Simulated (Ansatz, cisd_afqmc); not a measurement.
System: Tl, charge 0, doublet.

Wanted: first ionisation energy (Tl+ (singlet) against Tl (doublet)), in eV. Radicals and triplets start from unrestricted determinants; spin-orbit coupling is neglected. Cores are frozen in correlated methods (noble-gas shells, and filled d and f shells in the p block). Past Kr the def2 sets carry scalar-relativistic core potentials. AFQMC/CISD: phaseless, guided by CISD from CCSD amplitudes; bars are statistical, one sigma. Outlying blocks are dropped, and bars are widened where a walk drifts. Over all cases where full CI ran beside it in this data, AFQMC minus full CI had a median of +0.1 mEh and passed +0.4 mEh in a tenth of the cases. CBS(X,Y): correlation extrapolated as X^-3, Hartree-Fock from the larger set. A bracket is a step between two methods taken in the basis named. Where a partner has so few electrons that a lower coupled-cluster level is exact, that level stands in. Spin-orbit terms, left out, reach several kcal/mol for Br and I, and more for heavier atoms.

```
level                                                                                  program  first ionisation energy (eV)
-------------------------------------------------------------------------  -------------------  ----------------------------
r2SCAN/def2-TZVPD                                                                       Ansatz                          5.50
B3LYP/def2-TZVPD                                                                        Ansatz                          5.50
r2SCANh/def2-TZVPD                                                                      Ansatz                          5.51
CAM-B3LYP/def2-TZVPD                                                                    Ansatz                          5.53
B2PLYP/def2-TZVPD                                                                       Ansatz                          5.33
B2GP-PLYP/def2-TZVPD                                                                    Ansatz                          5.32
CCSD/def2-SVPD                                                                          Ansatz                          5.17
CCSD/CBS(def2-TZVPPD,def2-QZVPPD)                                                       Ansatz                          5.25
CCSD(T)/def2-SVPD                                                                       Ansatz                          5.18
CCSD(T)/def2-TZVPPD                                                                     Ansatz                          5.23
CCSD(T)/def2-QZVPPD                                                                     Ansatz                          5.26
AFQMC/CISD/def2-TZVPPD                                                              cisd_afqmc                   5.24 ± 0.01
AFQMC/CISD/def2-QZVPPD                                                              cisd_afqmc                   5.26 ± 0.01
CCSD(T)/CBS(def2-TZVPPD,def2-QZVPPD) + [AFQMC/CISD - CCSD(T)]/def2-TZVPPD  Ansatz + cisd_afqmc                   5.28 ± 0.01
```

Ansatz is a first-principles code.
